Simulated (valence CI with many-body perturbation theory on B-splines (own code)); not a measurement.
Forbidden lines of Cd8+

Computed by configuration interaction combined with many-body perturbation theory (CI+MBPT): four valence electrons over a frozen Dirac-Fock core [Kr], a basis of 9 s, 9 p, 10 d, 8 f, 5 g, 3 h, 1 i functions for each j, with the one-electron correlation potential Σ1, the two-electron term Σ2, the three-electron term Σ3, Breit, model QED; selected CI, second order for the rest, scaled by the run's own slope (own B-spline code, finite nucleus).

No measured spectrum was set against this ion. As an estimate, terms of the open shell hold to 2 to 4 % of their energy, and close levels can change places; different configurations can be misplaced against each other by 1,000 to 8,000 cm⁻¹. Core correlation moves these levels by up to 20000 cm⁻¹, and in measured spectra 5 to 20 % of such shifts remained as error; rates that hang on mixing are uncertain with them. The list stops below the first excitations out of the core. Only levels of the ground parity were solved; by the run's estimate the other parity begins above the list, which can be wrong where configurations are misplaced.

Lines 1 to 50 of 120 in falling wavelength, among levels below 364160 cm⁻¹, chosen from the decays that carry over 1 % of a level's rate. Wavelengths and rates use the calculated energies, so an error of 2000 cm⁻¹ moves a line at 3031 nm by 61 % and its rate by three times that or more. Weak lines are less certain than strong ones. Lines between different terms over intervals too small for the method are left out, as are lines whose strength nearly cancels. Intervals below about 2000 cm⁻¹, as at the head of this list, are uncertain by tens of per cent.

Names give the largest LS component (configuration and term), which can be under half, so a name can repeat, a term be missing and a line seem to break the LS rules; names also repeat where a configuration has a term twice. Letters in brackets count levels of one name in rising energy.

```csv
λ vac (nm),Upper,Lower,Type,A (s⁻¹),Branch %
5697,4d⁴ ⁵D_1,4d⁴ ⁵D_0,M1,2.71e-01,100.0
4591,4d⁴ ³H_6,4d⁴ ³H_5,M1,1.74e-01,99.7
4277,4d⁴ ⁵D_2,4d⁴ ⁵D_1,M1,6.92e-01,100.0
4014,4d⁴ ⁵D_3,4d⁴ ⁵D_2,M1,6.94e-01,100.0
3986,4d⁴ ⁵D_4,4d⁴ ⁵D_3,M1,4.12e-01,100.0
3481,4d⁴ ³G_5,4d⁴ ³G_4,M1,2.07e-01,2.2
3031,4d⁴ ³F_4 [a],4d⁴ ³G_3,M1,5.85e-01,2.4
2823,4d⁴ ³H_5,4d⁴ ³H_4,M1,9.59e-01,80.2
2132,4d⁴ ³G_3,4d⁴ ³H_4,M1,6.83e-01,4.4
2089,4d⁴ ³D_3,4d⁴ ³P_2 [a],M1,5.05e-01,2.0
1743,4d⁴ ³F_3 [a],4d⁴ ³F_2 [a],M1,2.67e+00,12.5
1627,4d⁴ ³P_1 [a],4d⁴ ³P_0 [a],M1,3.89e+00,8.4
1606,4d⁴ ³G_5,4d⁴ ³F_4 [a],M1,2.57e+00,27.8
1565,4d⁴ ³P_2 [a],4d⁴ ³P_1 [a],M1,3.39e+00,21.9
1503,4d⁴ ³G_4,4d⁴ ³G_3,M1,5.68e-01,4.5
1471,4d⁴ ³D_2,4d⁴ ³P_2 [a],M1,1.06e+00,2.7
1374,4d⁴ ³F_3 [a],4d⁴ ³G_3,M1,3.16e+00,14.8
1288,4d⁴ ³D_1,4d⁴ ³P_2 [a],M1,2.68e+00,6.7
1282,4d⁴ ³G_4,4d⁴ ³H_5,M1,1.05e+00,8.3
1252,4d⁴ ³F_4 [a],4d⁴ ³H_4,M1,5.74e+00,23.5
1177,4d⁴ ³G_5,4d⁴ ³H_6,M1,2.25e+00,24.4
1084,4d⁴ ¹G_4 [a],4d⁴ ³G_5,M1,2.60e+00,6.4
1041,4d⁴ ³F_4 [b],4d⁴ ¹F_3,M1,1.53e+00,2.5
1021,4d⁴ ¹D_2 [a],4d⁴ ³D_1,M1,3.06e+00,7.0
990.7,4d⁴ ³D_3,4d⁴ ³F_2 [a],M1,4.87e-01,2.0
946.7,4d⁴ ³F_2 [b],4d⁴ ¹F_3,M1,3.75e+00,6.6
936.9,4d⁴ ³G_5,4d⁴ ³H_5,M1,3.61e+00,39.1
928.6,4d⁴ ¹D_2 [a],4d⁴ ³D_2,M1,1.86e+00,4.2
904.5,4d⁴ ³P_2 [b],4d⁴ ¹D_2 [a],M1,3.79e+00,9.7
881.6,4d⁴ ³G_4,4d⁴ ³H_4,M1,5.87e-01,4.7
871.8,4d⁴ ¹G_4 [a],4d⁴ ³F_3 [a],M1,8.05e+00,19.8
859.5,4d⁴ ³D_3,4d⁴ ³G_3,M1,1.42e+00,5.7
826.7,4d⁴ ¹G_4 [a],4d⁴ ³G_4,M1,4.34e+00,10.7
826.2,4d⁴ ³D_2,4d⁴ ³F_2 [a],M1,2.61e+00,6.7
811.2,4d⁴ ¹I_6,4d⁴ ³H_6,M1,6.09e+00,47.3
782.6,4d⁴ ¹D_2 [a],4d⁴ ³D_3,M1,7.67e+00,17.4
764.9,4d⁴ ³D_1,4d⁴ ³F_2 [a],M1,2.74e+00,6.9
758.3,4d⁴ ³D_2,4d⁴ ³P_1 [a],M1,2.46e+00,6.3
732.9,4d⁴ ³D_2,4d⁴ ³G_3,M1,6.14e-01,1.6
709.0,4d⁴ ¹F_3,4d⁴ ³D_2,M1,1.90e+00,6.2
706.3,4d⁴ ³D_1,4d⁴ ³P_1 [a],M1,7.58e+00,19.0
689.4,4d⁴ ¹I_6,4d⁴ ³H_5,M1,6.76e+00,52.5
658.0,4d⁴ ³H_4,4d⁴ ⁵D_4,M1,3.54e+00,80.7
647.2,4d⁴ ¹G_4 [a],4d⁴ ³F_4 [a],M1,1.64e+01,40.3
620.6,4d⁴ ¹F_3,4d⁴ ³D_3,M1,1.01e+01,32.9
583.6,4d⁴ ¹D_2 [a],4d⁴ ³F_3 [a],M1,2.09e+00,4.7
569.3,4d⁴ ¹D_2 [a],4d⁴ ³P_2 [a],M1,5.05e+00,11.5
564.8,4d⁴ ³H_4,4d⁴ ⁵D_3,M1,8.45e-01,19.3
537.5,4d⁴ ³F_4 [b],4d⁴ ¹G_4 [a],M1,2.31e+00,3.7
533.7,4d⁴ ³H_5,4d⁴ ⁵D_4,M1,2.36e-01,19.8
```
